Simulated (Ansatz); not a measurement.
## Energy profile

The step: BF₃ ([F][B]([F])[F]) + SiH₄ → BSiH₃F₂ ([F][B]([F])[SiH3]) + HF; bonds formed: B1–Si6, F2–H5; bonds broken: B1–F2, H5–Si6 (atoms numbered as in the saddle structure below).

B1  (-0.418, 0.409, -0.930)
F2  (0.915, 1.323, -1.200)
F3  (-0.494, -0.490, -1.906)
F4  (-1.438, 1.237, -0.726)
H5  (0.910, 0.696, -0.284)
Si6  (0.140, -0.588, 0.967)
H7  (0.308, 0.280, 2.159)
H8  (-1.166, -1.290, 1.035)
H9  (1.244, -1.577, 0.886)
(Å)

Electronic energies by CCSD(T) at an estimated basis limit (MP2 extrapolated from triple and quadruple zeta, plus CCSD(T) − MP2 in triple zeta), on PBE0-D4/def2-TZVP structures; BSiH4F3, singlet; no counterpoise correction. Program: Ansatz 0.2.0. Basis: def2-TZVPP and def2-QZVPP. Cores are frozen in the correlated methods. Extrapolation: Hartree–Fock as exp(−7.88 √X), correlation as X^−2.97.

Problem. Give the profile in kJ/mol, counted from the separated reactants. (An estimate is asked for; the value comes from the calculation.)

Solution. Computed:
```tsv
point	kJ/mol
separated: BF3 (linked as [F][B]([F])[F]; B1, F2, F3, F4; singlet) + SiH4 (H5, Si6, H7, H8, H9; singlet)	0.0
start structure	-5.6
saddle	270.4
end structure	145.6
separated: BSiH3F2 (linked as [F][B]([F])[SiH3]; B1, F3, F4, Si6, H7, H8, H9; singlet) + HF (F2, H5; singlet)	158.1
```

The T1 diagnostic stays at or below 0.014.

For scale, one of the runs: CCSD(T)/def2-TZVPP, 222 basis functions, launched by `ansatz run in.yaml --threads 4 --pin off --events-out ev --progress --plain --max-ram 9574MiB`. Hardware: 4 CPU threads of an Arm Neoverse V1, shared host. Wall time 110 s; peak host memory 3.7 GiB.
